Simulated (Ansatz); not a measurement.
`O[Si@H](Cl)C[Si@@H](O)F` + `N[SiH2]F` → `O[SiH](F)N[SiH2]F` + `C[SiH](O)Cl`  (ligand exchange at the Si–C bond)

Gas-phase electronic energies from Ansatz, PBE0-D4/def2-TZVP geometries. CCSD(T)/CBS is the MP2 limit (def2-TZVPP, def2-QZVPP) plus CCSD(T) − MP2 in def2-TZVPP, frozen cores. Functionals use def2-TZVPP. B3LYP here is the variant with VWN-RPA as its local correlation; programs differ in this. One conformer a species, not always the lowest.

`O[Si@H](Cl)C[Si@@H](O)F`:

Z-matrix (Å, degrees):
```
Si
F 1 1.612
C 1 1.846 2 107.6
O 1 1.632 2 109.1 3 117.2
H 1 1.479 2 105.4 3 -123.1
Si 3 1.860 1 114.8 2 -36.5
H 3 1.095 1 108.8 2 -159.3
H 3 1.097 1 108.1 2 84.3
H 4 0.958 1 118.8 2 71.6
O 6 1.630 3 111.8 1 59.3
Cl 6 2.065 3 106.7 1 -62.3
H 6 1.475 3 113.6 1 179.6
H 10 0.962 6 116.4 3 -48.2
```

`N[SiH2]F`:

Z-matrix (Å, degrees):
```
Si
F 1 1.605
N 1 1.696 2 114.6
H 1 1.479 2 105.8 3 -119.3
H 1 1.479 2 105.8 3 119.3
H 3 1.006 1 122.0 2 77.5
H 3 1.006 1 122.0 2 -77.5
```

`O[SiH](F)N[SiH2]F`:

```xyz
11

O     1.067   -0.062   -2.301
Si    0.068    0.615   -1.206
F    -1.175    1.075   -2.079
N    -0.413   -0.488    0.012
Si   -0.373   -0.283    1.711
F     0.974   -0.880    2.339
H     1.843   -0.520   -1.975
H     0.631    1.802   -0.534
H    -0.750   -1.385   -0.315
H    -1.485   -1.036    2.329
H    -0.388    1.161    2.019
```

`C[SiH](O)Cl`:

Cartesian coordinates in Å:
```
C -0.744 0.725 0.578
Si 0.564 -0.072 -0.464
O 0.099 -1.507 -1.099
Cl 2.229 -0.341 0.728
H -0.398 1.691 0.951
H -1.650 0.885 -0.012
H -0.995 0.101 1.439
H 0.964 0.756 -1.619
H -0.069 -2.239 -0.503
```

| level | ΔE (kJ/mol) | difference from CCSD(T)/CBS |
| --- | --- | --- |
| PBE-D4 | -45.9 | 9.7 |
| B3LYP-D4 | -53.4 | 2.2 |
| ωB97X-V | -51.7 | 3.9 |
| ωB97M-V | -51.3 | 4.3 |
| B2PLYP | -58.3 | -2.7 |
| PBE | -49.4 | 6.2 |
| PBE0 | -52.3 | 3.3 |
| B3LYP | -59.0 | -3.4 |
| HF/def2-TZVPP | -70.7 | -15.1 |
| SCS-MP2/def2-TZVPP | -58.6 | -3.0 |
| CCSD/def2-TZVPP | -57.9 | -2.3 |
| CCSD(T)/def2-TZVPP | -55.7 | -0.1 |
| HF/def2-QZVPP | -72.4 | -16.8 |
| MP2/def2-QZVPP | -55.9 | -0.3 |
| SCS-MP2/def2-QZVPP | -59.2 | -3.6 |
| CCSD/CBS(def2) | -57.8 | -2.2 |
| CCSD(T)/CBS | -55.6 | 0 |

Largest T1 diagnostic among the species: 0.012.

The D4 term adds +5.6 kJ/mol with B3LYP and +3.2 kJ/mol with PBE0; it sums over pairs of atoms, weighted by their polarisabilities, and B3LYP, whose exchange is more repulsive, gets the larger term. In def2-TZVPP, CCSD(T) changes the Hartree–Fock value by +15.0 kJ/mol (the triples alone add +2.2 kJ/mol) and MP2 by +15.3 kJ/mol.
